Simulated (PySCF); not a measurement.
# Adding and removing an electron: SbBr

PBE0; basis Sb def2-TZVPPD with ECP28, Br def2-TZVPPD; scalar-relativistic core potentials; PySCF 2.14. Neutral (UKS): triplet (π ↑↑), Re = 2.489 Å, ωe = 261 cm⁻¹, De = 2.84 eV, HOMO -6.37 eV, LUMO -3.02 eV.

SbBr⁺ (UKS): doublet (π ↑), Re = 2.378 Å, ωe = 317 cm⁻¹, De = 3.43 eV to Sb⁺ + Br. The energies at the minima are -2814.13968 hartree for SbBr and -2813.82904 for SbBr⁺.

**Question.** Work out the adiabatic ionisation energy, without and with harmonic zero-point energies (1 hartree = 27.2114 eV, 1 eV = 8065.5 cm⁻¹), and the change of the bond length.

**Answer.** At PBE0: 0.31064 hartree = 8.453 eV between the minima; the zero-point term (317.0 − 261.0)/2 cm⁻¹ = +0.003 eV makes it 8.456 eV. Re changes by -11.1 pm against the neutral. The electron leaves a π orbital, and the shorter bond of the ion fits an antibonding orbital, or a change in how ionic the bond is.

SbBr⁻ (UKS): doublet (π ↑), Re = 2.633 Å, ωe = 200 cm⁻¹, De = 0.72 eV to Sb + Br⁻. The energies at the minima are -2814.13968 hartree for SbBr and -2814.18866 for SbBr⁻.

**Question.** Work out the adiabatic electron affinity, without and with harmonic zero-point energies (1 hartree = 27.2114 eV, 1 eV = 8065.5 cm⁻¹), and the change of the bond length.

**Answer.** At PBE0: 0.04898 hartree = 1.333 eV between the minima; the zero-point term (261.0 − 200.0)/2 cm⁻¹ = +0.004 eV makes it 1.337 eV. Re changes by +14.4 pm against the neutral. The electron enters a π orbital, and the longer bond of the ion fits an antibonding orbital, or a change in how ionic the bond is.

These are scalar-relativistic numbers at best; spin–orbit coupling would shift them, the dissociation energy most. For an ion De counts to the pair picked by the measured ionisation energies or electron affinities, which need not be the lowest pair at this level. The highest Kohn–Sham level is positive in this anion. Much of that is self-interaction error, but it also means that the finite basis helps to hold the extra electron. States were picked by a PBE0 search and need not be the measured ground states.
